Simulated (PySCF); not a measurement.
Bonds (- single, = double, # triple, : aromatic): C1-Si2, Si2-Si3, Si3-N4, Si3-C5, C5:C6, C6:C7, C7:C8, C8:O9, O9:C5. C1 carries H10, H11, H12; Si2 carries H13, H14; Si3 carries H15; N4 carries H16, H17; C6 carries H18; C7 carries H19; C8 carries H20. Stereochemistry as in C[SiH2][Si@@H](N)c1ccco1. H13 is pro-R; H14 is pro-S.

[PySCF 2.14: geometry from PBE0-D3(BJ)/def2-SVP; PBE0/pcSseg-1 with gauge-including orbitals; non-relativistic Hamiltonian; rapidly exchanging positions averaged; in vacuum; a single conformation]

Question: Predict the 2D correlation tables (HSQC, COSY, HMBC).

Answer: 

HSQC (one-bond C–H):
```tsv
δH	δC
7.74 (H20)	153.1 (C8)
7.02 (H18)	130.5 (C6)
6.51 (H19)	115.2 (C7)
-0.06 (H10/H11/H12)	-11.7 (C1)
```

COSY cross peaks (H two or three bonds apart, from the bond graph; peaks can be absent where the dihedral angle is near 90°):
```tsv
δH	δH
7.74 (H20)	6.51 (H19)
7.02 (H18)	6.51 (H19)
5.28 (H15)	4.06 (H13)
5.28 (H15)	3.83 (H14)
4.06 (H13)	3.83 (H14)
4.06 (H13)	-0.06 (H10/H11/H12)
3.83 (H14)	-0.06 (H10/H11/H12)
```

HMBC (two and three bonds, from the bond graph):
```tsv
δH	δC
7.74 (H20)	159.2 (C5), 130.5 (C6), 115.2 (C7)
7.02 (H18)	159.2 (C5), 153.1 (C8), 115.2 (C7)
6.51 (H19)	159.2 (C5), 153.1 (C8), 130.5 (C6)
5.28 (H15)	159.2 (C5), 130.5 (C6), -11.7 (C1)
4.06 (H13)	159.2 (C5), -11.7 (C1)
3.83 (H14)	159.2 (C5), -11.7 (C1)
```

Scale: TMS for ¹H (σref 31.27) and ¹³C (σref 184.41) (reference shieldings calculated alike).

OH/NH shifts are gas-phase values; hydrogen bonding in solution moves them, usually downfield. Shifts are as computed. Against solution values, carbons near 30 ppm lie about +2 ppm off and those near 130 ppm about +5 ppm. Of 1211 compounds with measured shifts, 218 miss one by over three times the rms of a fit or turn the order of signals round; such compounds aren't used in these exercises.
